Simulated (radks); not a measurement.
Species: Ag2+. Configuration: [Kr] 4d9 (the NIST ground configuration). All-electron calculation, scalar-relativistic Kohn-Sham, AM05, spin-unpolarised, spherical densities, point nucleus. Program: a radial shooting solver on a logarithmic mesh with Libxc functionals. Some entries of the table are withheld. Estimate them.

orbital,occ.,eigenvalue (eV),<r^2> (bohr^2)
1s,2,-25323.75,0.001310
2s,2,-3748.731,0.02149
2p,6,-3366.179,0.01693
3s,2,(1),0.1558
3p,6,-579.6808,0.1572
3d,10,-381.2904,(2)
4s,2,-117.3911,(3)
4p,6,-80.8522,(4)
4d,9,(5),(6)

Answer. 
(1) 3s eigenvalue (eV): -705.2961
(2) 3d <r^2> (bohr^2): 0.1426
(3) 4s <r^2> (bohr^2): 0.9380
(4) 4p <r^2> (bohr^2): 1.135
(5) 4d eigenvalue (eV): -28.8749
(6) 4d <r^2> (bohr^2): 2.049
